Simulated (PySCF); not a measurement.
Isomers of C7H16Si.

All values: PBE0/pcSseg-1 (PySCF) at GFN2-xTB geometries, gas phase, one conformer each.

(1) Rank by dipole moment, highest first.
A. `[CH3:1][CH2:2][CH2:3][C@H:4]1[CH2:5][CH2:6][SiH2:7][CH2:8]1` with C1–C2–C3–C4 -177°, C2–C3–C4–C5 176°, C3–C4–C5–C6 174°, C4–C5–C6–Si7 -38°, C5–C6–Si7–C8 14°, C6–Si7–C8–C4 13°
B. `[CH2:1]=[C:2]([CH2:3][CH3:4])[Si:5]([CH3:6])([CH3:7])[CH3:8]` with C1–C2–C3–C4 -109°
C. `[CH3:1][C@@H:2]1[CH2:3][CH2:4][CH2:5][SiH2:6][C@@H:7]1[CH3:8]` with C1–C2–C3–C4 -59°, C2–C3–C4–C5 -68°, C3–C4–C5–Si6 55°, C4–C5–Si6–C7 -43°

(2) Rank by HOMO–LUMO gap, highest first.
A. `[CH3:1][CH2:2][CH2:3][C@H:4]1[CH2:5][CH2:6][SiH2:7][CH2:8]1` with C1–C2–C3–C4 -177°, C2–C3–C4–C5 176°, C3–C4–C5–C6 174°, C4–C5–C6–Si7 -38°, C5–C6–Si7–C8 14°, C6–Si7–C8–C4 13°
B. `[CH2:1]=[C:2]([CH2:3][CH3:4])[Si:5]([CH3:6])([CH3:7])[CH3:8]` with C1–C2–C3–C4 -109°
C. `[CH3:1][C@@H:2]1[CH2:3][CH2:4][CH2:5][SiH2:6][C@@H:7]1[CH3:8]` with C1–C2–C3–C4 -59°, C2–C3–C4–C5 -68°, C3–C4–C5–Si6 55°, C4–C5–Si6–C7 -43°

(3) Rank by the lowest Hirshfeld charge on any atom, lowest value first.
A. `[CH3:1][CH2:2][C@@H:3]1[CH2:4][C@@:5]1([SiH3:6])[CH2:7][CH3:8]` with C1–C2–C3–C4 160°, C4–C5–C7–C8 150°
B. `[CH2:1]=[C:2]([CH2:3][CH3:4])[Si:5]([CH3:6])([CH3:7])[CH3:8]` with C1–C2–C3–C4 -109°
C. `[CH3:1][CH2:2][CH2:3][C@H:4]1[CH2:5][CH2:6][SiH2:7][CH2:8]1` with C1–C2–C3–C4 -177°, C2–C3–C4–C5 176°, C3–C4–C5–C6 174°, C4–C5–C6–Si7 -38°, C5–C6–Si7–C8 14°, C6–Si7–C8–C4 13°

## Answers

(1) C (0.66 D), A (0.47 D), B (0.28 D).

(2) A (9.10 eV), C (8.70 eV), B (7.34 eV).

(3) B (-0.219 e), C (-0.162 e), A (-0.118 e).

All values together:

```
                    SMILES  μ (D)  HOMO (eV)  LUMO (eV)  lowest IAO charge (e)  highest IAO charge (e)  lowest Hirshfeld charge (e)  highest Hirshfeld charge (e)
        C=C(CC)[Si](C)(C)C   0.28      -7.26       0.08             -0.719 (C)             +1.050 (Si)                   -0.219 (C)                   +0.407 (Si)
CC[C@@H]1C[C@@]1([SiH3])CC   0.79      -7.69       1.09             -0.415 (C)             +0.578 (Si)                   -0.118 (C)                   +0.304 (Si)
 C[C@@H]1CCC[SiH2][C@@H]1C   0.66      -7.56       1.14             -0.537 (C)             +0.728 (Si)                   -0.161 (C)                   +0.330 (Si)
       CCC[C@H]1CC[SiH2]C1   0.47      -8.07       1.03             -0.544 (C)             +0.736 (Si)                   -0.162 (C)                   +0.340 (Si)
```

Conformers: `[CH2:1]=[C:2]([CH2:3][CH3:4])[Si:5]([CH3:6])([CH3:7])[CH3:8]` with C1–C2–C3–C4 -109°; `[CH3:1][CH2:2][C@@H:3]1[CH2:4][C@@:5]1([SiH3:6])[CH2:7][CH3:8]` with C1–C2–C3–C4 160°, C4–C5–C7–C8 150°; `[CH3:1][C@@H:2]1[CH2:3][CH2:4][CH2:5][SiH2:6][C@@H:7]1[CH3:8]` with C1–C2–C3–C4 -59°, C2–C3–C4–C5 -68°, C3–C4–C5–Si6 55°, C4–C5–Si6–C7 -43°; `[CH3:1][CH2:2][CH2:3][C@H:4]1[CH2:5][CH2:6][SiH2:7][CH2:8]1` with C1–C2–C3–C4 -177°, C2–C3–C4–C5 176°, C3–C4–C5–C6 174°, C4–C5–C6–Si7 -38°, C5–C6–Si7–C8 14°, C6–Si7–C8–C4 13°.
